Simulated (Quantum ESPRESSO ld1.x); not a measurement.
Kr+, 35 electrons, occupied as [Ar] 3d10 4s2 4p(up 2.875, down 2.125) (fractional occupations, a model configuration).

Method: scalar-relativistic Kohn-Sham, LDA (Slater exchange, Perdew-Wang correlation), spin-polarised, spherical densities, point nucleus; computed with ld1.x of Quantum ESPRESSO 7.5.

Energy parts (hartree):
part                      energy
total                 -2786.3164
kinetic                2849.1440
electron-nucleus      -6709.3863
Hartree                1166.5621
exchange-correlation    -92.6363

Orbitals (lengths in bohr, moments of r in powers of bohr; r(max) is where P^2 peaks):
orbital   occ.  eigenvalue (hartree)   r(max)   <1/r>
1s up        1              -519.923  0.02712   36.72
1s down      1              -519.920  0.02712   36.72
2s up        1              -68.8626   0.1545   8.152
2s down      1              -68.8610   0.1545   8.152
2p up        3              -60.9953   0.1234   7.980
2p down      3              -60.9931   0.1234   7.979
3s up        1              -10.1062   0.4675   2.697
3s down      1              -10.1031   0.4675   2.697
3p up        3              -7.60155   0.4633   2.546
3p down      3              -7.59810   0.4633   2.546
3d up        5              -3.44129   0.4100   2.272
3d down      5              -3.43711   0.4099   2.273
4s up        1              -1.26558    1.324  0.8718
4s down      1              -1.24380    1.323  0.8718
4p up    2.875              -0.73370    1.512  0.7256
4p down  2.125              -0.71309    1.513  0.7229

The highest occupied level is 4p down at -19.404 eV. The density falls to 0.001 e/bohr^3 at r = 3.73 bohr. Summed over all electrons, <r^2> = 31.48 bohr^2, which gives a Langevin (diamagnetic) susceptibility term of -24.9 x 10^-6 cm^3/mol. Spin moment in Bohr magnetons: 0.75.
